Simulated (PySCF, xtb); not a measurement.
HfO, SMILES [O]=[Hf], multiplicity 1.

Harmonic wavenumbers (cm⁻¹) from GFN2-xTB in xtb at its own minimum, in rising order: 804.

Q: What does PySCF with B3LYP-D3(BJ)/def2-TZVPD give at its own minimum? (An estimate is asked for; the answer gives what the named calculation found.)

A: 974. Paired by order, the mean absolute difference is 170 cm⁻¹ and the zero-point energies are 1.1 and 1.4 kcal/mol.
